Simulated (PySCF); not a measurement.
**Nitrogen: a sound run and one with changed settings**

Sound run: N⁺ [He] 2s2 2p2, N²⁺ [He] 2s2 2p1. Calculation: PySCF 2.14, in def2-SVP; no relativity, point nucleus. In the sound run the correlated levels freeze 1s2. The sound run starts from symmetry-adapted Hartree-Fock orbitals and uses a fine grid where one is needed.

Changed run: initial guess minao, at most 50 SCF cycles, level shift 0.1 hartree.

```tsv
species	method	sound run (hartree)	changed run (hartree)	converged
N⁺	UHF	-53.82066	-53.82066	yes
N⁺	PBE	-53.92579	-53.92579	yes
N⁺	M06-L	-53.98966	-53.98966	yes
N⁺	MP2	-53.87492	-53.87194	yes
N⁺	CCSD(T)	-53.89709	-53.89709	yes
N²⁺	UHF	-52.74178	-52.74178	yes
N²⁺	PBE	-52.82098	-52.82098	yes
N²⁺	M06-L	-52.89178	-52.89178	yes
N²⁺	MP2	-52.78851	-52.78544	yes
N²⁺	CCSD(T)	-52.81814	-52.81814	yes
```

Ionisation energy of N⁺:

```csv
method,sound run (eV),changed run (eV)
UHF,29.358,29.358
PBE,30.064,30.064
M06-L,29.875,29.875
MP2,29.563,29.565
SCS-MP2,29.453,29.462
CCSD,29.354,29.354
CCSD(T),29.360,29.360
```

A level shift leaves the converged SCF energy unchanged but raises the virtual orbital energies, which shrinks MP2 if it is not removed.

For comparison, NIST gives 29.601 eV between the lowest levels.
